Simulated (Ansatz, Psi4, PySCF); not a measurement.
C2H5O2 (SMILES C[OH+]C=O), charge +1, singlet, at a GFN2-xTB geometry. Base run: B3LYP/STO-3G (PySCF).

Here is a job for PySCF.
```python
from pyscf import gto, scf, dft

mol = gto.Mole()
mol.atom = '''
    C    -1.03042963   -0.20472600   -0.02112033
    O    -0.73312942   -1.29679953   -0.24874157
    O     0.04062159    0.83539826    0.07348090
    H    -1.98763608    0.30559936    0.10443989
    C     1.42550223    0.37698170    0.08288634
    H     2.05413765    1.22422046   -0.18596967
    H     1.70287093   -0.01912909    1.05973032
    H     1.52164729   -0.40426881   -0.67126979
    H    -0.12139264    1.55125391    0.72455841
'''
mol.basis = 'sto-3g'
mol.charge = 1
mol.verbose = 4
mol.build()

mf = dft.RKS(mol)
mf.xc = 'b3lyp'
mf.kernel()
```

The same geometry, method and basis name were run in Ansatz (a quantum-chemistry and plane-wave program) and Psi4 and PySCF, at each program's defaults and at the settings that a row names. The base is PySCF at its defaults. Differences at the defaults can come from grids, fitting, cores and function types together.

```tsv
code and settings	ΔE vs base (µEh)	basis functions	E (Eh)	SCF cycles
PySCF, defaults (exact integrals, its default grid, spherical functions)	0.0	25	-226.35154	9
Psi4, defaults (density fitting with its default set, its default grid, spherical functions)	-1224	25	-226.35277	8
Ansatz, defaults (factorised integrals, its default grid, spherical functions)	1.8	25	-226.35154	-
PySCF, density fitting with def2-universal-jkfit	-1224	25	-226.35277	9
PySCF, fine grid	0.5	25	-226.35154	9
Psi4, exact integrals, spherical functions, fine grid	0.4	25	-226.35154	10
Ansatz, high accuracy	0.4	25	-226.35154	-
```
